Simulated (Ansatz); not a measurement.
`C[NH][InH2]` and `CNC` differ in one atom or group.

Ansatz, PBE0-D4/def2-TZVP geometries, multiplicity 1. 

Elements past krypton have def2 core potentials.

```json
{"property": "LUMO energy (PBE/def2-TZVPP) / eV", "`C[NH][InH2]`": "-1.79"}
{"property": "LUMO energy (ωB97M-V/def2-TZVPP) / eV", "`C[NH][InH2]`": "0.27"}
{"property": "size of the dipole moment (PBE/def2-TZVPP) / D", "`C[NH][InH2]`": "0.71"}
{"property": "LUMO energy (B3LYP/def2-TZVPP) / eV", "`C[NH][InH2]`": "-1.38"}
{"property": "size of the dipole moment (ωB97M-V/def2-TZVPP) / D", "`C[NH][InH2]`": "0.36"}
{"property": "HOMO–LUMO gap (ωB97M-V/def2-TZVPP) / eV", "`C[NH][InH2]`": "8.87"}
```

Problem. What does the change do to each property? (Best estimate.)

Solution. The calculation gave: 
| property | `CNC` | shift |
| --- | --- | --- |
| LUMO energy (PBE/def2-TZVPP) / eV | 0.41 | 2.20 |
| LUMO energy (ωB97M-V/def2-TZVPP) / eV | 2.65 | 2.38 |
| size of the dipole moment (PBE/def2-TZVPP) / D | 0.88 | 0.17 |
| LUMO energy (B3LYP/def2-TZVPP) / eV | 0.87 | 2.25 |
| size of the dipole moment (ωB97M-V/def2-TZVPP) / D | 0.96 | 0.60 |
| HOMO–LUMO gap (ωB97M-V/def2-TZVPP) / eV | 11.40 | 2.53 |

With PBE0 the HOMO falls by 0.06 eV and the LUMO rises by 2.34 eV, so the gap widens by about 2.40 eV. PBE moves the HOMO by 0.20 eV and ωB97M-V by -0.14 eV. The zero-point energy changes by 71.3 kJ/mol with +3 modes. Dipoles are sizes alone; their direction can turn.

B3LYP here is the variant with VWN-RPA as its local correlation; programs differ in this.
